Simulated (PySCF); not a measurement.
Bonds (- single, = double, # triple, : aromatic): C1-C2, C2-C3, C3=C4, C4-C5, C5-F6, C3-C7, C7-C8, C8-F9. C1 carries H10, H11, H12; C2 carries H13, H14; C4 carries H15; C5 carries H16, H17; C7 carries H18, H19; C8 carries H20, H21. Stereochemistry as in CC/C(=C/CF)CCF.

Theory: structure optimised with GFN2-xTB, GIAO PBE0/pcSseg-1 shieldings, in PySCF 2.14.0 with density-fitted response routines (averaged over atoms made equivalent by symmetry, fast rotation or ring inversion, no relativistic terms, a single conformation, no solvent).

Scale: 13C against TMS (reference shieldings calculated alike).

Do the 13C shifts follow the atomic charges (in e)? Tabulate both.

Answers


```csv
atoms,hybridisation,δ (ppm),σ para (ppm),Hirshfeld,IAO,Mulliken,ESP-fitted
C3,sp2,146.8,-224,+0.01,+0.01,-0.35,-0.13
C4,sp2,137.1,-204,-0.06,-0.18,-0.15,-0.14
C8,sp3,86.7,-141,+0.03,+0.05,+0.20,+0.11
C5,sp3,84.9,-143,+0.02,+0.04,+0.24,+0.07
C7,sp3,36.8,-99,-0.08,-0.28,-0.21,-0.22
C2,sp3,36.0,-96,-0.07,-0.25,-0.15,+0.06
C1,sp3,17.7,-78,-0.12,-0.41,-0.26,-0.16
```

Correlation coefficients of δ with charge over these carbons: Hirshfeld +0.59, IAO +0.67, Mulliken +0.02, ESP-fitted -0.00; with the paramagnetic shielding -0.99. Among the 5 sp3 carbons alone: Hirshfeld +1.00, IAO +1.00, Mulliken +0.99, ESP-fitted +0.74. With so few points, grouped by hybridisation, these coefficients are fragile. Charge is one influence among several: hybridisation and low-lying excitations act through the paramagnetic term.

Shifts are as computed. Against solution values, carbons near 30 ppm lie about +3 ppm off and those near 130 ppm about +5 ppm. Of 1211 compounds with measured shifts, 218 miss one by over three times the rms of a fit or turn the order of signals round; such compounds aren't used in these exercises.
